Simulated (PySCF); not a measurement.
Computed shifts of a molecule CH₃F₃OSi, HF/pcSseg-1 run with PySCF, GIAO, gas phase, equivalent atoms averaged, in ppm (number of nuclei): ²⁹Si: -32.5 (1). ¹³C: 117.1 (1). ¹⁹F: -64.5 (3). ¹H: 4.67 (2), 2.25 (1). References: ²⁹Si against TMS (σ = 393.8 ppm); ¹⁷O against H2O (σ = 333.0 ppm); ¹³C against TMS (σ = 192.6 ppm); ¹⁹F against CFCl3 (σ = 238.5 ppm); ¹H against TMS (σ = 31.99 ppm), references at their B3LYP-D3(BJ)/def2-TZVP geometries, non-relativistic. Geometry optimised at PBE0-D3(BJ)/def2-SVP. One conformer was computed; it need not be the lowest.

**Question.** Which structure fits?
A. CO[Si](F)(F)F
B. O[SiH2]C(F)(F)F
C. OC[Si](F)(F)F
D. O[Si](F)(F)CF

**Answer.** B, O[SiH2]C(F)(F)F
